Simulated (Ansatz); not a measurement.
Total energies of ZrCl₄ from Ansatz at PBE0-D4/def2-TZVP, gas phase (1 Eh = 27.2114 eV = 2625.5 kJ/mol). The reference geometry is relaxed at r2SCAN-D4/def2-SVP.

| state | geometry | energy (Eh) |
| --- | --- | --- |
| charge 0 singlet | reference | -1887.62956 |
| charge 1 doublet | reference | -1887.20544 |
| free Zr atom (triplet) | – | -46.88229 |
| free Cl atom (doublet) | – | -459.99739 |

In the def2 sets Zr takes a core potential; there is no spin–orbit coupling.

Work out the vertical ionisation energy to the doublet.

E(charge 1 doublet) − E(charge 0 singlet) = -1887.20544 − (-1887.62956) = 0.42412 Eh = 11.54 eV. For comparison, −ε of the highest occupied level is 9.73 eV at this level, 1.81 eV less.

What is the binding energy per atom against free atoms?

Atoms: 1 × (-46.88229) + 4 × (-459.99739) = -1886.87185 Eh. Binding: -1886.87185 − (-1887.62956) = 0.75771 Eh = 20.62 eV, or 4.12 eV for each of 5 atoms (no zero-point energy, no counterpoise term).
